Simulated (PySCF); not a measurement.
Cd(Br)(NH2) (BrCdH2N), SMILES [NH2][Cd][Br].

Geometry: PBE-D3(BJ)/def2-TZVP. The def2 effective core potentials stand for the cores of Cd; spin–orbit coupling is left out. The values are those of a single conformer.

All values below come from PBE/def2-TZVPD in PySCF.

Symmetry labels are those of the subgroup Cs that the program uses (full group Cs).

Problem. List the valence orbital energies around the gap with their symmetry. (The exact figures need the calculation; the answer reports its results.)

Solution. 
```
orbital  symmetry  energy (eV)
-------  --------  -----------
HOMO−7         A"       -13.24
HOMO−6         A'       -13.24
HOMO−5         A"       -11.22
HOMO−4         A'        -8.87
HOMO−3         A'        -8.21
HOMO−2         A'        -6.92
HOMO−1         A"        -6.90
HOMO           A'        -6.23
LUMO           A'        -2.44
LUMO+1         A"        -1.19
LUMO+2         A'        -0.90
LUMO+3         A'         0.01
```
